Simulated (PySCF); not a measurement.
ZnF and its ions

UHF-MP2; PySCF, no relativity, basis sets Zn def2-TZVPPD, F def2-TZVPPD. Neutral (UHF): doublet (σ ↑), Re = 1.780 Å, ωe = 609 cm⁻¹, De = 3.42 eV.

ZnF⁺ (RHF): singlet (closed shell), Re = 1.706 Å, ωe = 735 cm⁻¹, De = 3.15 eV to Zn⁺ + F. The energies at the minima are -1878.36307 hartree for ZnF and -1878.02712 for ZnF⁺.

(1) Work out the adiabatic ionisation energy, without and with harmonic zero-point energies (1 hartree = 27.2114 eV, 1 eV = 8065.5 cm⁻¹), and the change of the bond length.

ZnF⁻ (RHF): singlet (closed shell), Re = 1.938 Å, ωe = 390 cm⁻¹, De = 1.45 eV to Zn + F⁻. The energies at the minima are -1878.36307 hartree for ZnF and -1878.42239 for ZnF⁻.

(2) Work out the adiabatic electron affinity, without and with harmonic zero-point energies (1 hartree = 27.2114 eV, 1 eV = 8065.5 cm⁻¹), and the change of the bond length.

Correlated steps freeze 6 core orbitals. For an ion De counts to the pair picked by the measured ionisation energies or electron affinities, which need not be the lowest pair at this level. Where the molecule has an RHF reference, its open-shell atoms are computed with UHF. States were picked by a PBE0 search and need not be the measured ground states.

Neutral and ion stand on different kinds of reference determinant, which adds to the error of the difference.

## Answers

(1) At MP2: 0.33595 hartree = 9.142 eV between the minima; the zero-point term (735.0 − 609.0)/2 cm⁻¹ = +0.008 eV makes it 9.149 eV. Re changes by -7.4 pm against the neutral. The electron leaves a σ orbital, and the shorter bond of the ion fits an antibonding orbital, or a change in how ionic the bond is.

(2) At MP2: 0.05932 hartree = 1.614 eV between the minima; the zero-point term (609.0 − 390.0)/2 cm⁻¹ = +0.014 eV makes it 1.628 eV. Re changes by +15.8 pm against the neutral. The electron enters a σ orbital, and the longer bond of the ion fits an antibonding orbital, or a change in how ionic the bond is.
